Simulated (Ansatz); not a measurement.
Coupled-cluster diagnostics for closo-1-NB4 (H on N) (B₄NH₅), Ansatz.

Geometry of the singlet (r2SCAN-D4/def2-SVP):

Cartesian coordinates in Å:
```
B 0.081 0.432 0.967
B 0.684 -0.754 -0.304
B -0.777 -0.908 0.478
B -0.775 0.310 -0.657
N 0.647 0.756 -0.398
H 0.305 1.067 1.959
H 1.576 -1.434 -0.724
H 1.259 1.471 -0.774
H -1.499 -1.750 0.921
H -1.502 0.810 -1.468
```

Correlated methods freeze 5 core orbitals.

Problem. Estimate the CCSD(T) correlation energy, the shares of MP2 and (T), T1 and the reference's ⟨S²⟩ for: charge 0, singlet, own geometry in def2-TZVP; and the rough time on 2 threads of Arm Neoverse V2 on a shared host.

Solution. 
```
                          state      basis  correlation (eV)  MP2 share (%)  (T) share (%)     T1  ⟨S²⟩ (pure)  wall time
charge 0, singlet, own geometry  def2-TZVP           -18.735           90.6            4.8  0.014  0.00 (0.00)       46 s
```
Customary marks for T1 are 0.02 (closed shells), 0.045 (open shells) and about 0.05 (3d metals). T1 stays under 0.02 throughout.
